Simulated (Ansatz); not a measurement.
`C[N]=[W](=[O])([OH])[Cl]` + HCl → `C[N]=[W](=[O])([Cl])[Cl]` + H₂O  (ligand exchange at a W–O bond)

Gas-phase electronic energies from Ansatz, PBE0-D4/def2-TZVP geometries. CCSD(T)/CBS adds triple-zeta CCSD(T) − MP2 to the extrapolated MP2 energy (def2 sets, frozen cores). This one scheme is used for every species. Functionals use def2-TZVPP. B3LYP here is the variant with VWN-RPA as its local correlation; programs differ in this. HSE06 is defined as in plane-wave codes. def2 core potentials past Kr. For W outer-core shells are correlated without core-valence functions, which leaves a few kJ/mol of doubt a bond. One conformer a species, not always the lowest.

| level | ΔE (kcal/mol) | difference from CCSD(T)/CBS |
| --- | --- | --- |
| LDA (SPW92) | -5.6 | 2.5 |
| PBE-D4 | -6.9 | 1.2 |
| revPBE-D4 | -7.0 | 1.1 |
| BLYP-D4 | -6.0 | 2.1 |
| r2SCAN-D4 | -6.6 | 1.5 |
| B97M-V | -6.6 | 1.5 |
| PBE0-D4 | -7.5 | 0.6 |
| B3LYP-D4 | -6.4 | 1.7 |
| r2SCANh-D4 | -6.8 | 1.3 |
| r2SCAN0-D4 | -7.2 | 0.9 |
| HSE06-D4 | -7.6 | 0.5 |
| BHLYP-D4 | -6.8 | 1.3 |
| CAM-B3LYP-D4 | -4.8 | 3.3 |
| ωB97X-V | -5.2 | 2.9 |
| ωB97M-V | -5.9 | 2.2 |
| B2PLYP | -7.4 | 0.7 |
| PBE-QIDH | -8.7 | -0.6 |
| revPBE | -6.7 | 1.4 |
| BLYP | -5.2 | 2.9 |
| r2SCAN | -6.5 | 1.6 |
| PBE0 | -7.0 | 1.1 |
| B3LYP | -5.7 | 2.4 |
| r2SCANh | -6.7 | 1.4 |
| r2SCAN0 | -7.0 | 1.1 |
| HSE06 | -7.2 | 0.9 |
| BHLYP | -5.8 | 2.3 |
| LC-ωPBE | -4.4 | 3.7 |
| RPA@PBE/def2-TZVPP | -5.9 | 2.2 |
| HF/def2-SVP | -5.0 | 3.1 |
| MP2/def2-SVP | -8.1 | 0.0 |
| CCSD/def2-SVP | -4.8 | 3.3 |
| CCSD(T)/def2-SVP | -5.1 | 3.0 |
| HF/def2-TZVPP | -5.3 | 2.8 |
| CCSD/def2-TZVPP | -6.3 | 1.8 |
| HF/def2-QZVPP | -5.6 | 2.5 |
| MP2/def2-QZVPP | -11.7 | -3.6 |
| SCS-MP2/def2-QZVPP | -9.9 | -1.8 |
| HF/CBS(def2) | -5.6 | 2.5 |
| MP2/CBS(def2) | -12.1 | -4.0 |
| CCSD/CBS(def2) | -7.4 | 0.7 |
| CCSD(T)/CBS | -8.1 | 0 |

Largest T1 diagnostic among the species: 0.020, so the coupled-cluster value is less sure than usual.

In def2-TZVPP, CCSD(T) changes the Hartree–Fock value by −1.6 kcal/mol (the triples alone add −0.7 kcal/mol) and MP2 by −5.6 kcal/mol. Leaving LDA and LC-ωPBE aside and taking each functional with its dispersion term where it has one, the values spread over 3.9 kcal/mol, from PBE-QIDH to CAM-B3LYP-D4. LDA lies +0.9 kcal/mol from PBE without D4.

CCSD(T)/CBS has its own doubt, a few kJ/mol and more with outer-core shells, so smaller differences from it don't rank the levels.
